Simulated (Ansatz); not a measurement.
Cost and result for the atomization energy of `F[SiH2]C(F)S` (9 atoms, 8 bonds).

Z-matrix (Å, degrees):
```
Si
C 1 1.891
F 1 1.596 2 108.6
H 1 1.480 2 110.6 3 118.6
H 1 1.482 2 108.4 3 -118.3
S 2 1.785 1 112.7 3 65.3
F 2 1.395 1 107.5 3 -170.1
H 2 1.095 1 111.7 3 -52.4
H 6 1.345 2 97.3 1 42.6
```

Total charge 0; spin multiplicity 1. Geometry: relaxed with PBE0-D4/def2-TZVP. It is one conformer, not always the lowest. Program: Ansatz. All runs use 4 threads of an Arm Neoverse V1 on a shared host. Times are those of one run each, without the atoms' runs, and a repeat can differ threefold. Electronic energies, without spin–orbit coupling; frozen cores. CCSD(T)/CBS adds CCSD(T) − MP2 in def2-TZVPP to the MP2 limit, and its time is that of the two runs behind it. T1 = 0.012. B3LYP takes the VWN-RPA correlation (the form of Gaussian; ORCA's B3LYP/G).

CCSD(T)/CBS is a level of theory with its own doubt, some kJ/mol a heavy atom from the limit and from the frozen cores, so smaller differences don't rank the functionals.

```tsv
level	functions	wall time	atomization (kJ/mol)	difference from CCSD(T)/CBS	per bond
PBE-D4/def2-TZVPP (with forces)	233	2.6 s	3175.1	48.1	6.0
PBE0-D4/def2-TZVPP	233	2.8 s	3103.0	-24.0	-3.0
B3LYP-D4/def2-TZVPP (with forces)	233	4.2 s	3103.7	-23.3	-2.9
r2SCAN-D4/def2-TZVPP (with forces)	233	4.3 s	3128.8	1.8	0.2
B2PLYP/def2-TZVPP	233	4.6 s	3074.3	-52.7	-6.6
ωB97X-V/def2-TZVPP	233	7 s	3138.8	11.8	1.5
ωB97M-V/def2-TZVPP (with forces)	233	11 s	3134.2	7.2	0.9
MP2/def2-QZVPP	431	17 s	3158.8	31.8	4.0
CCSD(T)/def2-TZVPP	233	2 min	3030.0	-97.0	-12.1
CCSD(T)/CBS(def2)	–	2.3 min	3127.0	0.0	0.0
```

In def2-TZVPP, CCSD(T) changes the Hartree–Fock value by +798.3 kJ/mol (the triples alone add +51.5 kJ/mol) and MP2 by +868.8 kJ/mol; breaking electron pairs costs correlation energy, which Hartree–Fock lacks. The D4 term adds +31.9 kJ/mol with B3LYP and +16.6 kJ/mol with PBE0; it sums over pairs of atoms, weighted by their polarisabilities, and B3LYP, whose exchange is more repulsive, gets the larger term. From PBE to PBE0 (25 % exact exchange), in def2-TZVPP and without D4, the atomization energy moves by −69.1 kJ/mol: exact exchange takes away binding that semilocal exchange gives to molecules.
